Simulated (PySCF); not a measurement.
B(CCH)(Cl)(OMe) (C3H4BClO), SMILES C#CB(Cl)OC. Atoms are numbered in the order given.

```xyz
10

B     -0.1325    -0.1690     0.0000
C     -0.4114    -1.6718     0.0000
C     -0.6083    -2.8717     0.0000
H     -0.7851    -3.9325     0.0000
Cl     1.5569     0.3821     0.0000
O     -1.1535     0.6932     0.0000
C     -1.0758     2.0977     0.0000
H     -1.5922     2.4802    -0.8927
H     -1.5922     2.4802     0.8927
H     -0.0344     2.4513     0.0000
```
Charge 0, spin multiplicity 1.

The structure is a stationary point at PBE0-D3(BJ)/def2-SVP. This is a generated structure with no PubChem entry under its InChIKey; it may be hypothetical. Other conformers were not sampled.

Method: PBE0/pcSseg-1 (PySCF).

GIAO shieldings, no solvent; atoms alike by connectivity are averaged. δ = σ(ref) − σ: ¹¹B against BF3 (σ = 88.8 ppm); ¹³C against TMS (σ = 186.3 ppm); ¹H against TMS (σ = 31.56 ppm); ³⁵Cl against HCl (σ = 945.9 ppm); ¹⁷O against H2O (σ = 334.2 ppm), references at their B3LYP-D3(BJ)/def2-TZVP geometries, non-relativistic (without spin–orbit terms, shifts of atoms bonded to Cl or Br come out too high).

```json
[
 {"atoms": "B1", "nucleus": "¹¹B", "count": "1", "δ (ppm)": "___"},
 {"atoms": "C3", "nucleus": "¹³C", "count": "1", "δ (ppm)": "___"},
 {"atoms": "C2", "nucleus": "¹³C", "count": "1", "δ (ppm)": "___"},
 {"atoms": "C7", "nucleus": "¹³C", "count": "1", "δ (ppm)": "56.8"},
 {"atoms": "H8, H9, H10", "nucleus": "¹H", "count": "3", "δ (ppm)": "___"},
 {"atoms": "H4", "nucleus": "¹H", "count": "1", "δ (ppm)": "3.00"},
 {"atoms": "Cl5", "nucleus": "³⁵Cl", "count": "1", "δ (ppm)": "148.9"},
 {"atoms": "O6", "nucleus": "¹⁷O", "count": "1", "δ (ppm)": "169.0"}
]
```

Problem. What belongs in the gaps? (An estimate is asked for; the answer gives what the named calculation found.)

Solution. 
- C3, δ (ppm): 102.5
- H8, H9, H10, δ (ppm): 4.26
- B1, δ (ppm): 14.2
- C2, δ (ppm): 89.5
